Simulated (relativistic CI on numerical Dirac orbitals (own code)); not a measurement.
Ni4+ in a cubic cluster: 3s photoemission with charge transfer

Computed with a charge-transfer multiplet model of a cubic metal-ligand cluster with up to 2 ligand holes, Slater and spin-orbit integrals from Dirac-Coulomb-Breit ions, Slater integrals scaled by 0.8. The parameters are those of a tetrahedral site (10Dq negative, t2 hopping the larger). The ground state mixes d6 with configurations of k ligand holes L, whose averages lie at kΔ + k(k − 1)U_dd/2; a core hole lowers each added d electron by U_cd. 300 K, Lorentzian 1.4 eV and Gaussian 0.8 eV FWHM.

Atomic integrals in eV (Slater integrals scaled, ζ unscaled), ground: F2dd 11.354, F4dd 7.124, zeta_d 0.099; with the core hole: F2dd 12.087, F4dd 7.618, zeta_d 0.110, G2cd 11.654.

Cluster parameters (eV): Δ = -0.1, U_cd = 8.6, 10Dq = -0.45, 10Dq(ligand) = 0, V(eg) = 1.75, V(t2g) = -2.98, final-state hopping factor = 1.

```tsv
Case	n_d	d6	d7L	d8L2	S
U_dd = 5.7 eV	6.67	0.42	0.49	0.09	1.99
U_dd = 7.1 eV	6.64	0.43	0.49	0.08	1.99
U_dd = 7.8 eV	6.63	0.44	0.49	0.07	1.99
U_dd = 8.5 eV	6.62	0.45	0.48	0.07	1.99
U_dd = 9.9 eV	6.60	0.46	0.48	0.06	1.99
```

Weights, n_d and S are thermal averages at 300 K. Binding energies count from the first peak over 30 % of the highest in each spectrum, which can be another peak from case to case. The parameters are a model scan and need not match a compound or its usual spin state. Peaks in eV (height, largest 100):
- U_dd = 5.7 eV: 0.0 (100), 9.1 (44), 19.4 (16)
- U_dd = 7.1 eV: 0.0 (100), 9.2 (44), 19.7 (13), 20.4 (13)
- U_dd = 7.8 eV: 0.0 (100), 3.5 (15), 9.2 (44), 20.5 (13)
- U_dd = 8.5 eV: 0.0 (100), 3.7 (15), 9.3 (44), 20.7 (12)
- U_dd = 9.9 eV: 0.0 (100), 3.9 (14), 9.4 (43), 21.2 (11)

For the case U_dd = 7.8 eV, Δ = -0.1 eV is smaller than U_dd = 7.8 eV, the charge-transfer side of the Zaanen-Sawatzky-Allen scheme (negative Δ: between configuration averages a ligand hole costs less than the nominal valence; multiplet and field energies can change this for the lowest states). With the core hole the average of the configuration with one ligand hole lies at Δ − U_cd = -8.7 eV before mixing: it lies below the unscreened one, so the lowest final states are mostly screened and the unscreened weight appears at higher binding energy as a satellite.

With at most 2 ligand holes the space is cut while the next configuration still counts, so covalency is underestimated, and a final configuration with one more ligand hole, which can lie low, is missing from the spectra.

Without intra-shell correlation the exchange splitting of the 3s hole comes out too large.
